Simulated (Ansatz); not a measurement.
The cluster Cu6As. Total charge 0; doublet. Geometry B3LYP-D4/def2-SVPD, that of the charge -1 singlet; atoms count from 1.

```xyz
7

As    1.097    1.384   -1.298
Cu   -1.000   -0.093   -0.822
Cu   -0.262   -2.127    0.408
Cu   -0.487    1.894    0.439
Cu    1.180   -1.020   -1.259
Cu   -1.456   -0.039    1.624
Cu    0.927    0.001    0.908
```

The structure comes from a short search, and lower isomers may exist.

(1) Estimate the Mulliken populations from the PBE/def2-SVP orbitals of Ansatz.

(2) Where does the spin sit?

(3) And the Mayer bond orders between bonded heavy atoms (over 0.3)?

Answers

(1) 
```
atom  charge (e)  spin (α − β)  d electrons
 As1       -0.03          0.31            –
 Cu2        0.02          0.03         9.64
 Cu3       -0.06          0.24         9.70
 Cu4        0.06          0.07         9.68
 Cu5        0.06          0.07         9.68
 Cu6       -0.06          0.24         9.70
 Cu7        0.02          0.03         9.64
```
Mulliken values and Mayer orders depend strongly on the basis.

(2) Summed by element: As 0.31, Cu 0.69, of 1 unpaired in all. Largest on single atoms: As1 0.31, Cu6 0.24, Cu3 0.24.

(3) As1–Cu2 0.62 (2.61 Å); As1–Cu4 0.70 (2.41 Å); As1–Cu5 0.70 (2.41 Å); As1–Cu7 0.62 (2.61 Å); Cu2–Cu3 0.43 (2.49 Å); Cu2–Cu4 0.46 (2.41 Å); Cu2–Cu5 0.46 (2.41 Å); Cu2–Cu6 0.43 (2.49 Å); Cu3–Cu5 0.51 (2.47 Å); Cu3–Cu6 0.42 (2.69 Å); Cu3–Cu7 0.43 (2.49 Å); Cu4–Cu6 0.51 (2.47 Å); Cu4–Cu7 0.46 (2.41 Å); Cu5–Cu7 0.46 (2.41 Å); Cu6–Cu7 0.43 (2.49 Å).
